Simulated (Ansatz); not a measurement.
System: C4H8OSi, net charge 0, singlet state. 
Coordinates optimised at B3LYP-D3(BJ)/def2-TZVP (Ansatz, a quantum-chemistry and plane-wave program):
```xyz
14

C     -2.1211     0.9251     0.3347
C     -1.1296     0.0477     0.1814
C     -1.3214    -1.4405     0.2425
C      0.2593     0.5711    -0.0635
O      0.4929     1.7625    -0.1450
Si     1.7624    -0.6414    -0.2607
H     -1.9205     1.9871     0.2806
H     -3.1400     0.6067     0.5153
H     -0.7215    -1.8879     1.0393
H     -2.3648    -1.6923     0.4272
H     -1.0200    -1.9200    -0.6925
H      1.9202    -1.4692     0.9597
H      1.5434    -1.5519    -1.4106
H      2.9636     0.1859    -0.4805
```
Charge 0, spin multiplicity 1.

Parts of the frozen-core correlation energy in aug-cc-pV(T+d)Z (Ansatz, hartree). Frozen orbitals: 10; correlated occupied orbitals by spin: 17 and 17; virtual: 442 and 442. Spin-orbit coupling is left out. Non-relativistic. The restricted reference is unstable.

```tsv
term	value
reference (HF)	-519.98465
MP2 opposite-spin	…
MP2 same-spin	…
CCSD correlation	…
(T)	-0.05006
T1 diagnostic	0.014
largest doubles amplitude	0.038
```

Q: What belongs in the gaps?

A: 
- MP2 opposite-spin, value: -0.79250
- MP2 same-spin, value: -0.23471
- CCSD correlation, value: -1.07401
